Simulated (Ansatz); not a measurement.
C$_{2}$H$_{6}$AlClS, SMILES `C[S][Al]([CH3])[Cl]` at its PBE0-D4/def2-TZVP geometry, where that method's forces vanish. Total charge 0; spin multiplicity 1.

```xyz
11

C     0.8280   -2.2060    0.8369
S     0.1130   -1.3763   -0.6184
Al   -0.1666    0.6811   -0.0047
C    -0.9080    2.0038   -1.2055
Cl    0.3934    1.2124    1.9569
H     1.8073   -2.5972    0.5653
H     0.9309   -1.5233    1.6781
H     0.1743   -3.0307    1.1168
H    -0.2031    2.8261   -1.3577
H    -1.8212    2.4366   -0.7875
H    -1.1478    1.5734   -2.1803
```

Problem. What forces (eV/Å) does PBE-D4/def2-TZVPP give on these atoms in Ansatz? (Estimate.)

Solution. The calculation gave: 
```
C1   0.016 -0.019  0.036
S2  -0.086 -0.075 -0.298
Al3 -0.021  0.030 -0.040
C4   0.014 -0.037  0.014
Cl5  0.066  0.062  0.231
H6   0.200 -0.084 -0.047
H7   0.024  0.136  0.178
H8  -0.126 -0.170  0.064
H9   0.129  0.152 -0.029
H10 -0.169  0.081  0.076
H11 -0.047 -0.076 -0.184
```
